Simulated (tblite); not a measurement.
Record of a relaxation.

Species: C2H12O2Si3.
Numbering: `[CH3:1][CH2:2][SiH2:3][O:4][SiH2:5][O:6][SiH3:7]` (hydrogens: H8, H9, H10 on C1; H11, H12 on C2; H13, H14 on Si3; H15, H16 on Si5; H17, H18, H19 on Si7)

Computed with GFN2-xTB (tblite), gas phase: L-BFGS steps from a force-field or distance-geometry start until the largest atomic force falls under 0.01 eV/Å. 9 of its 279 geometries are shown.

Step 0: E = -651.3147 eV, largest atomic force 0.850 eV/Å
```
atom  x, y, z in Å  |  force x, y, z in eV/Å
C1     -3.109    0.893   -0.263   -0.547   0.508  -0.203
C2     -2.825   -0.325    0.583    0.018  -0.026   0.776
Si3    -1.321   -1.335    0.077    0.615  -0.381  -0.446
O4      0.073   -0.449    0.095    0.362  -0.396  -0.105
Si5     1.676   -0.667   -0.219   -0.137   0.186  -0.031
O6      2.500    0.734    0.048    0.307  -0.409  -0.151
Si7     4.058    1.291   -0.050   -0.151  -0.095   0.174
H8     -3.999    1.417    0.121    0.232  -0.143  -0.187
H9     -3.304    0.616   -1.304    0.062   0.044   0.195
H10    -2.288    1.605   -0.243    0.095  -0.100  -0.010
H11    -3.702   -0.986    0.583    0.207   0.126  -0.025
H12    -2.683   -0.010    1.632   -0.162  -0.022  -0.293
H13    -1.189   -2.497    0.988    0.107   0.270  -0.136
H14    -1.536   -1.852   -1.303    0.180   0.158   0.295
H15     1.839   -1.053   -1.642   -0.113   0.219   0.385
H16     2.220   -1.737    0.650   -0.211   0.387  -0.118
H17     4.546    1.169   -1.438   -0.199  -0.037   0.224
H18     4.928    0.481    0.846   -0.353   0.172  -0.251
H19     4.106    2.714    0.375   -0.310  -0.461  -0.093
```

Step 35: E = -651.5174 eV, largest atomic force 0.098 eV/Å
```
atom  x, y, z in Å  |  force x, y, z in eV/Å
C1     -3.021    0.917   -0.269    0.012   0.009  -0.020
C2     -2.716   -0.276    0.632    0.031  -0.025  -0.043
Si3    -1.256   -1.337    0.047   -0.007  -0.030   0.005
O4      0.096   -0.433    0.078   -0.008  -0.062   0.004
Si5     1.643   -0.751   -0.255    0.006   0.019   0.005
O6      2.434    0.623    0.024   -0.008   0.027   0.006
Si7     3.917    1.277   -0.025    0.007   0.004  -0.014
H8     -3.900    1.450    0.084   -0.019   0.074   0.062
H9     -3.218    0.598   -1.289    0.009  -0.078  -0.048
H10    -2.179    1.602   -0.290    0.035   0.043   0.019
H11    -3.597   -0.917    0.676    0.000  -0.002   0.042
H12    -2.535    0.082    1.647   -0.029   0.003  -0.010
H13    -1.043   -2.488    0.930   -0.021   0.018  -0.012
H14    -1.426   -1.805   -1.331   -0.033  -0.002   0.005
H15     1.764   -1.102   -1.665    0.019  -0.009   0.016
H16     2.131   -1.781    0.654   -0.001   0.011  -0.030
H17     4.394    1.192   -1.405    0.033  -0.005   0.007
H18     4.771    0.505    0.875    0.038  -0.003  -0.009
H19     3.732    2.653    0.418   -0.062   0.008   0.015
```

Step 70: E = -651.5869 eV, largest atomic force 0.119 eV/Å
```
atom  x, y, z in Å  |  force x, y, z in eV/Å
C1     -2.527    1.051   -0.314    0.007   0.031   0.015
C2     -2.349   -0.065    0.713   -0.002  -0.081   0.002
Si3    -1.404   -1.569    0.028    0.039  -0.021   0.022
O4      0.156   -1.169   -0.156   -0.062  -0.002  -0.029
Si5     1.737   -1.209   -0.464    0.018   0.030   0.038
O6      2.314    0.261   -0.133    0.088   0.080   0.008
Si7     3.307    1.516    0.126   -0.023  -0.099  -0.055
H8     -3.045    1.903    0.124   -0.045   0.012   0.017
H9     -3.112    0.695   -1.160    0.070   0.048   0.004
H10    -1.561    1.400   -0.673   -0.017  -0.061  -0.028
H11    -3.335   -0.401    1.042    0.001   0.050   0.030
H12    -1.844    0.335    1.595   -0.008  -0.020  -0.039
H13    -1.442   -2.710    0.951   -0.007   0.054  -0.019
H14    -1.909   -1.943   -1.297    0.012  -0.013   0.004
H15     1.934   -1.466   -1.885   -0.011   0.009   0.021
H16     2.341   -2.162    0.459    0.024   0.002  -0.017
H17     3.970    1.822   -1.144   -0.048   0.006   0.009
H18     4.299    1.115    1.122   -0.010  -0.024   0.031
H19     2.459    2.604    0.603   -0.026   0.000  -0.014
```

Step 104: E = -651.6466 eV, largest atomic force 0.052 eV/Å
```
atom  x, y, z in Å  |  force x, y, z in eV/Å
C1     -1.983    1.192   -0.349   -0.003  -0.004   0.004
C2     -1.841    0.119    0.729    0.016   0.001  -0.002
Si3    -1.326   -1.585    0.053    0.009   0.004   0.008
O4      0.239   -1.585   -0.370    0.002  -0.010  -0.007
Si5     1.828   -1.506   -0.631    0.003   0.006  -0.019
O6      2.393   -0.032   -0.284   -0.035  -0.031  -0.001
Si7     2.399    1.496    0.245    0.006   0.044   0.028
H8     -2.201    2.163    0.097    0.002  -0.010  -0.011
H9     -2.795    0.942   -1.030    0.022  -0.002  -0.018
H10    -1.065    1.279   -0.925   -0.006   0.003  -0.003
H11    -2.789    0.032    1.263    0.002  -0.003   0.011
H12    -1.104    0.457    1.462    0.003  -0.015   0.013
H13    -1.465   -2.624    1.077   -0.010   0.013   0.010
H14    -2.052   -1.917   -1.175   -0.013  -0.002  -0.003
H15     2.029   -1.699   -2.059    0.008  -0.002  -0.007
H16     2.484   -2.435    0.279   -0.010   0.006   0.001
H17     2.937    2.290   -0.856    0.003   0.002  -0.022
H18     3.264    1.517    1.423    0.007  -0.012   0.009
H19     1.038    1.907    0.585   -0.007   0.011   0.010
```

Step 139: E = -651.6601 eV, largest atomic force 0.042 eV/Å
```
atom  x, y, z in Å  |  force x, y, z in eV/Å
C1     -1.843    1.165   -0.387    0.014  -0.001   0.000
C2     -1.752    0.112    0.715    0.005   0.013  -0.004
Si3    -1.379   -1.641    0.070    0.011   0.040   0.004
O4      0.134   -1.735   -0.511   -0.013  -0.023   0.003
Si5     1.722   -1.485   -0.662   -0.022   0.003   0.001
O6      2.095    0.027   -0.240    0.027   0.008   0.007
Si7     2.330    1.534    0.292   -0.013   0.011   0.013
H8     -2.057    2.149    0.030    0.009   0.008   0.019
H9     -2.633    0.922   -1.094   -0.021  -0.031  -0.003
H10    -0.904    1.225   -0.933    0.025  -0.015  -0.014
H11    -2.686    0.107    1.278   -0.018   0.001  -0.003
H12    -0.970    0.410    1.417   -0.012  -0.004   0.002
H13    -1.475   -2.615    1.161    0.008  -0.004  -0.005
H14    -2.226   -1.986   -1.074    0.014  -0.007   0.003
H15     2.017   -1.625   -2.079   -0.005   0.006  -0.013
H16     2.423   -2.366    0.262   -0.015  -0.013   0.006
H17     2.870    2.273   -0.847    0.008   0.026  -0.014
H18     3.277    1.458    1.404    0.007  -0.020  -0.006
H19     1.047    2.078    0.734   -0.008   0.003   0.004
```

Step 174: E = -651.6723 eV, largest atomic force 0.107 eV/Å
```
atom  x, y, z in Å  |  force x, y, z in eV/Å
C1     -1.703    1.128   -0.477    0.014  -0.041   0.027
C2     -1.801    0.146    0.692   -0.024   0.005  -0.063
Si3    -1.381   -1.643    0.198    0.031  -0.017  -0.008
O4      0.104   -1.708   -0.453   -0.013  -0.030   0.020
Si5     1.662   -1.425   -0.757    0.028  -0.064  -0.044
O6      2.063    0.082   -0.344    0.011   0.011   0.008
Si7     2.289    1.513    0.372    0.064   0.009   0.085
H8     -1.917    2.145   -0.152    0.008   0.010   0.019
H9     -2.412    0.868   -1.260   -0.010  -0.027   0.003
H10    -0.702    1.109   -0.906   -0.024  -0.006   0.028
H11    -2.809    0.183    1.109    0.005   0.029  -0.003
H12    -1.127    0.475    1.487   -0.006  -0.002  -0.018
H13    -1.387   -2.535    1.363    0.020   0.047  -0.009
H14    -2.245   -2.147   -0.872   -0.028   0.025  -0.009
H15     1.834   -1.506   -2.201   -0.028   0.010   0.006
H16     2.443   -2.350    0.054   -0.001   0.025   0.016
H17     2.641    2.424   -0.715   -0.020   0.008   0.017
H18     3.380    1.342    1.337   -0.036   0.008  -0.053
H19     1.059    1.909    1.060    0.009   0.001  -0.023
```

Step 208: E = -651.6862 eV, largest atomic force 0.038 eV/Å
```
atom  x, y, z in Å  |  force x, y, z in eV/Å
C1     -1.566    1.073   -0.638   -0.010   0.000  -0.017
C2     -1.876    0.215    0.586    0.012   0.003  -0.005
Si3    -1.315   -1.596    0.404    0.005   0.007   0.030
O4      0.195   -1.707   -0.180   -0.002   0.000   0.007
Si5     1.587   -1.331   -0.903    0.000  -0.011  -0.005
O6      2.067    0.158   -0.491   -0.004  -0.037   0.009
Si7     2.256    1.391    0.541    0.012   0.013   0.019
H8     -1.906    2.097   -0.491   -0.019   0.002  -0.010
H9     -2.056    0.670   -1.522   -0.016   0.018   0.000
H10    -0.495    1.097   -0.826    0.002  -0.024   0.007
H11    -2.950    0.245    0.781    0.023  -0.002  -0.002
H12    -1.397    0.665    1.459    0.000  -0.001  -0.008
H13    -1.270   -2.252    1.712    0.013  -0.009  -0.001
H14    -2.144   -2.324   -0.559   -0.019   0.009  -0.019
H15     1.376   -1.261   -2.340   -0.005   0.005  -0.015
H16     2.553   -2.296   -0.401    0.007  -0.002   0.002
H17     2.121    2.577   -0.300    0.004   0.025  -0.009
H18     3.586    1.251    1.129    0.014   0.006  -0.005
H19     1.225    1.339    1.576   -0.018   0.000   0.022
```

Step 243: E = -651.6971 eV, largest atomic force 0.049 eV/Å
```
atom  x, y, z in Å  |  force x, y, z in eV/Å
C1     -1.610    1.033   -0.750    0.003  -0.003   0.018
C2     -1.770    0.264    0.559    0.009  -0.002   0.005
Si3    -1.306   -1.576    0.402   -0.001   0.009  -0.002
O4      0.200   -1.769   -0.171   -0.002   0.012  -0.017
Si5     1.583   -1.340   -0.886   -0.007  -0.002   0.010
O6      2.118    0.065   -0.294    0.010   0.004   0.006
Si7     2.223    1.368    0.659    0.031   0.020  -0.001
H8     -1.851    2.087   -0.613   -0.014  -0.006  -0.015
H9     -2.269    0.625   -1.514    0.017   0.024  -0.014
H10    -0.584    0.964   -1.105   -0.019  -0.011  -0.005
H11    -2.801    0.357    0.906    0.009  -0.002  -0.009
H12    -1.147    0.739    1.320    0.001  -0.009   0.003
H13    -1.298   -2.231    1.710    0.003  -0.003  -0.005
H14    -2.165   -2.249   -0.576   -0.016  -0.007   0.013
H15     1.342   -1.109   -2.305   -0.004   0.003   0.022
H16     2.538   -2.374   -0.522    0.008   0.001   0.002
H17     1.827    2.504   -0.177    0.008  -0.020   0.029
H18     3.623    1.433    1.078   -0.040   0.001  -0.028
H19     1.335    1.219    1.813    0.004  -0.008  -0.011
```

Step 278: E = -651.7132 eV, largest atomic force 0.010 eV/Å
```
atom  x, y, z in Å  |  force x, y, z in eV/Å
C1     -1.630    1.002   -0.903   -0.002   0.001  -0.008
C2     -1.711    0.350    0.475    0.002   0.000  -0.005
Si3    -1.240   -1.494    0.456    0.000  -0.007  -0.007
O4      0.152   -1.736   -0.343    0.001   0.001   0.001
Si5     1.584   -1.303   -0.951   -0.001   0.000  -0.005
O6      2.165    0.006   -0.201    0.001   0.004  -0.004
Si7     2.148    1.234    0.852    0.001   0.002  -0.001
H8     -1.878    2.062   -0.849    0.000  -0.005  -0.002
H9     -2.319    0.526   -1.597   -0.003   0.000   0.004
H10    -0.623    0.907   -1.306   -0.003   0.000   0.001
H11    -2.722    0.470    0.867   -0.005   0.004   0.003
H12    -1.050    0.891    1.156    0.004   0.003   0.003
H13    -1.034   -1.987    1.819   -0.001  -0.002   0.004
H14    -2.207   -2.293   -0.300    0.001   0.004   0.004
H15     1.385   -0.926   -2.344    0.003  -0.001   0.006
H16     2.496   -2.400   -0.668    0.000   0.005   0.002
H17     1.281    2.282    0.310    0.002   0.002   0.002
H18     3.544    1.659    0.919   -0.002  -0.007   0.002
H19     1.649    0.756    2.142    0.000  -0.003   0.000
```

**Question.** Summarise the path.

**Answer.** The energy falls by 9.19 kcal/mol from step 0 to step 278; nine tenths of that is first reached at step 175. It rises by more than 0.2 meV at steps 87, 94 and 254. The largest force goes from 0.850 to 0.010 eV/Å. Among the bonds O6–Si7 changes most, from 1.658 to 1.618 Å; the atoms move by 1.860 Å rms after alignment.

What follows is the cost of the whole relaxation. Hardware: one thread of an Intel Xeon at 2.50 GHz, shared host. Cost: 7.2 s of wall time.
